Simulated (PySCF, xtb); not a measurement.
Mo(NH)2(OH)2 (H4MoN2O2), SMILES [NH]=[Mo](=[NH])([OH])[OH], multiplicity 1.

GFN2-xTB (xtb) at its own geometry gives an orbital gap of 3.46 eV and a dipole moment of 3.84 D.

Coordinates come from a B3LYP-D3(BJ)/def2-SVP optimisation. The spin state was assumed, not searched. The def2 effective core potentials stand for the cores of Mo; spin–orbit coupling is left out. The values are those of a single conformer.

What does PySCF with PBE/def2-TZVP give? (Estimate from the structure and the level; the computed values follow.)

gap 4.26 eV (levels -6.34 and -2.09 eV), dipole 1.28 D.
